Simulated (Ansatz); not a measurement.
Molecule: CH2NS (charge 0, doublet). It need not be the lowest isomer of its formula. SMILES: N[C]=S
Structure (B3LYP-D3(BJ)/def2-TZVP (Ansatz, a quantum-chemistry and plane-wave program) minimum search):
```xyz
5

C      0.0343    -0.5792    -0.1118
N     -1.1545    -1.1053     0.0715
S      0.6961     0.8659    -0.0074
H     -1.3063    -2.0909    -0.0695
H     -1.9562    -0.5513     0.3579
```
Charge 0, spin multiplicity 2.

Give the harmonic wavenumbers at B3LYP-D3(BJ)/def2-TZVP (Ansatz, finite differences of forces, unscaled).

373, 483, 590, 879, 1160, 1517, 1638, 3436, 3619 cm⁻¹. Zero-point energy 19.6 kcal/mol.

From these and the geometry, give the ideal-gas thermochemistry at 298.15 K and 1 atm (rigid rotor, harmonic oscillator).

Point group Cs, rotational symmetry number 1. Rotational constants 124.9, 5.897, 5.631 GHz. S(trans) 38.20, S(rot) 21.88, S(vib) 2.46, S(elec, spin only) 1.38, S 63.9 cal/(mol K). H(298) - H(0) 2.89 kcal/mol; G - E(el) 3.4 kcal/mol.
